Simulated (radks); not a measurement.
The hafnium ion Hf10+ is in [Kr] 4d10 4f11 5s2 5p3. All-electron calculation, scalar-relativistic Kohn-Sham, BLYP, spin-polarised, spherical densities, finite nucleus; Fermi nuclear charge, rms radius of each element as measured or else 0.836 A^(1/3) + 0.57 fm. Program: a radial shooting solver on a logarithmic mesh with Libxc functionals. Open shells are filled with parallel spins first. One electron is removed from 4f, 4d, 5p, 5s in turn, with full relaxation. Which removal costs least, and what does each cost?

Answer. 5p 201.91 eV; 4f 213.67 eV; 5s 236.25 eV; 4d 408.33 eV. The 5p electron leaves first.
